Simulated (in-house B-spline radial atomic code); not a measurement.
Values are calculated unless marked as measured or tabulated.
**Making a Troullier-Martins s channel for Co, r_c = 2.36 bohr**

Co, [Ar] 3d7 4s2, non-relativistic PBE, spherical and spin-unpolarised, from an all-electron radial atomic-structure program (B-spline basis) (atomic units). The all-electron 4s level is ε = -0.197169 hartree, its outermost node lies just inside 0.98 bohr and its outer maximum at 2.36 bohr.

Inside r_c the pseudo-orbital is u(r) = r^1 exp(p(r)), with p = c0 + c2 r² + c4 r⁴ + … + c12 r¹². The seven coefficients follow from p and its first four derivatives at r_c, from zero curvature of the screened potential at the origin, c4 = −c2²/(2l + 5), and from the norm inside r_c. At r_c the all-electron orbital has P = 0.6326774, P' = -0.002743638, the screened potential V = -0.4864558, V' = 0.419732, V'' = -0.5735491, and the norm inside is Q = 0.3497703.

Q: What are p, p' and p'' at r_c?

A: p = ln(P/r_c^1) = ln(0.6326774/2.36) = -1.31646. p' = P'/P − 1/r_c = -0.00434 − 0.42373 = -0.42807. The radial equation gives p'' = 2(V − ε) − 2(1) p'/r_c − p'² = -0.57857 − (-0.36277) − 0.18324 = -0.39905. Differentiating, p''' = 2V' + 2(1)p'/r_c² − 2(1)p''/r_c − 2p'p'' = 0.68229, and p'''' = 2V'' − 4(1)p'/r_c³ + 4(1)p''/r_c² − 2(1)p'''/r_c − 2p''² − 2p'p''' = -1.616.

For a trial c2 the five matching conditions are linear in c0, c6, c8, c10 and c12, and c2 is varied until the norm inside r_c equals Q. The root nearest zero gives:

```csv
n,c_n
0,-1.979194
2,0.5281425
4,-0.05578691
6,-0.02926474
8,0.008782621
10,-0.0009400525
12,3.667574e-05
```

Q: Check c4 and p(r_c), and find the screened pseudopotential at the origin.

A: −c2²/5 = -0.0557869, as listed. The terms c_n r_c^n are -1.97919, 2.94154, -1.73053, -5.05611, 8.45123, -5.03816, 1.09477, which sum to -1.31646. Inverting the radial equation, V_l(r) = ε + 1 p'/r + (p'' + p'²)/2, so V_l(0) = ε + (2l + 3) c2 = -0.197169 + 3 × (0.528143) = 1.3873 hartree, finite where the all-electron potential diverges.

Orbitals and screened potentials:

```json
{"r (bohr)": "0.236", "P": "0.1184", "u": "0.03358", "V all-electron": "-57.75", "V pseudo": "1.385"}
{"r (bohr)": "0.59", "P": "-0.271", "u": "0.09721", "V all-electron": "-11.56", "V pseudo": "1.292"}
{"r (bohr)": "0.944", "P": "-0.02642", "u": "0.1967", "V all-electron": "-4.059", "V pseudo": "0.8536"}
{"r (bohr)": "1.298", "P": "0.2962", "u": "0.3437", "V all-electron": "-1.891", "V pseudo": "0.006402"}
{"r (bohr)": "1.652", "P": "0.5055", "u": "0.5035", "V all-electron": "-1.063", "V pseudo": "-0.7034"}
{"r (bohr)": "2.006", "P": "0.6064", "u": "0.6057", "V all-electron": "-0.6835", "V pseudo": "-0.7224"}
{"r (bohr)": "2.36", "P": "0.6327", "u": "0.6327", "V all-electron": "-0.4865", "V pseudo": "-0.4865"}
```

Logarithmic derivatives P'/P at R = 2.66 bohr, for energies E around ε:

| E − ε (hartree) | all-electron | pseudo |
| --- | --- | --- |
| -0.5 | 0.699921 | 0.696336 |
| -0.25 | 0.349441 | 0.347834 |
| -0.1 | 0.0765641 | 0.0761766 |
| 0 | -0.147018 | -0.147018 |
| 0.1 | -0.420094 | -0.420838 |
| 0.25 | -0.98025 | -0.98879 |
| 0.5 | -2.9744 | -3.12221 |

Q: With P(R) = 0.6176113 and a norm of 0.4678432 inside R, what slope in energy does norm conservation fix?

A: d(P'/P)/dE = −2 × (norm inside R)/P(R)² = -2.4530 per hartree·bohr at E = ε, for both atoms, since orbital and norm agree at R. Differences over ±0.1 hartree give -2.4833 (all-electron) and -2.4851 (pseudo), which also hold third-order terms. Half a hartree below ε the two curves differ by -0.0036.
